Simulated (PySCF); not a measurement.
A geometry optimisation on `[Cu][Cu]`.

Method: PBE/def2-TZVP geometry optimisation, gas phase (PySCF 2.14.0). Start geometry: GFN2-xTB. The input is one job of a driver script: a line of settings, then coordinates in Å.

Input:
```
{"job": {"xc": "PBE", "basis": "def2-TZVP", "grid": 1, "kind": "geom"}, "charge": 0, "multiplicity": 1}
Cu     1.114160    -0.002805    -0.002945
Cu    -1.111403     0.004074    -0.011203
```

Output:
```
step   0  E = -3280.56552986  max force = 0.006606
step   1  E = -3280.56578762  max force = 0.000945
step   2  E = -3280.56579275  max force = 0.000518
step   3  E = -3280.56579590  max force = 0.000006
optimisation converged
```

Energies in Eh; «max force» is the largest Cartesian gradient component in Eh/bohr.

Q: Give the first gradient maximum in eV/Å.

A: With 1 Eh/bohr = 51.422 eV/Å, 0.340 eV/Å.

Q: How much energy does the optimisation release, in kcal/mol?

A: E(step 0) − E(last step) = 0.000266 Eh, which is 0.2 kcal/mol.

Summary of the converged run: final energy -3280.56580 Eh after 3 steps; dipole 0.00 D.

Q: Where do the atoms end?

A: 0.020 Å rms from the input after alignment:
```
atom  x, y, z in Å
Cu1    1.1288   -0.0017   -0.0054
Cu2   -1.1375    0.0016   -0.0094
```

Q: How long does this job take on one thread of an Arm Neoverse V1, no GPU, shared host? And the peak memory of the process?

A: About 11 s, with 0.46 GiB resident at the peak, the Python interpreter and its libraries included.
Labels such as C1 count atoms from 1, the log's own numbers from 0.
